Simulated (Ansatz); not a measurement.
Molecule: dibromo(dimethyl)germane, C$_{2}$H$_{6}$Br$_{2}$Ge, net charge 0, singlet state. 
Coordinates optimised at B3LYP-D3(BJ)/def2-TZVP (Ansatz, an electronic-structure program):
```xyz
11

C      1.7279    -1.1146     1.1365
Ge     0.0319    -0.5082     0.3906
C     -1.5630    -1.5148     0.8844
Br     0.2149    -0.5464    -1.9383
Br    -0.2881     1.7126     1.0420
H      1.9168    -2.1386     0.8154
H      2.5285    -0.4691     0.7823
H      1.6791    -1.0708     2.2241
H     -1.4520    -2.5482     0.5574
H     -2.4318    -1.0722     0.4024
H     -1.6898    -1.4805     1.9661
```

Total electronic energies in hartree. Cores are frozen in the correlated levels unless marked. No spin-orbit coupling. Frozen are the shells of the preceding noble gas and the d and f shells that filled before the atom's block. No relativistic terms. CBS(X,Y): correlation extrapolated as X^-3; Hartree-Fock from the larger set. [CCSD(T)-MP2]/basis is that difference in the basis named.

| level | program | energy (Eh) |
|---|---|---|
| HF/cc-pVDZ | Ansatz | -7299.45794 |
| RI-HF/aug-cc-pVTZ | Ansatz | -7299.71570 |
| RI-HF/aug-cc-pVQZ | Ansatz | -7299.72875 |
| r2SCAN/def2-TZVPD | Ansatz | -7305.20211 |
| B97M-V/def2-TZVPD | Ansatz | -7303.97746 |
| B3LYP-D3(BJ)/def2-TZVPD | Ansatz + dftd3 | -7305.41550 |
| PBE0/def2-SVP | Ansatz | -7303.35656 |
| PBE0/def2-TZVPD | Ansatz | -7304.33369 |
| r2SCANh/def2-TZVPD | Ansatz | -7305.19111 |
| r2SCAN0-D4/def2-TZVPD | Ansatz + dftd4 | -7305.17994 |
| HSE06-D4/def2-TZVPD | Ansatz + dftd4 | -7304.34775 |
| B2GP-PLYP/def2-TZVPD | Ansatz | -7303.50268 |
| MP2/aug-cc-pVQZ | Ansatz | -7300.59341 |
| MP2/CBS(cc-pVTZ,cc-pVQZ) | Ansatz | -7300.6336 |
| CCSD/6-31G* | Ansatz | -7299.26604 |
| CCSD/cc-pVDZ | Ansatz | -7300.12542 |
| CCSD/aug-cc-pVTZ | Ansatz | -7300.57910 |
| CCSD/CBS(aug-cc-pVTZ,aug-cc-pVQZ) | Ansatz | -7300.6801 |
| CCSD/CBS(cc-pVTZ,cc-pVQZ) | Ansatz | -7300.6801 |
| RI-MP2/CBS(cc-pVTZ,cc-pVQZ)+[CCSD(T)-MP2]/cc-pVTZ | Ansatz | -7300.7268 |
| RI-MP2/CBS(aug-cc-pVTZ,aug-cc-pVQZ)+[CCSD(T)-MP2]/aug-cc-pVQZ | Ansatz | -7300.7261 |
| RI-MP2/CBS(cc-pVTZ,cc-pVQZ)+[CCSD(T)-MP2]/cc-pVQZ | Ansatz | -7300.7250 |
| CCSD(T)/CBS(aug-cc-pVTZ,aug-cc-pVQZ) | Ansatz | -7300.7235 |

Totals of different functionals don't rank their quality; only differences between species are comparable.
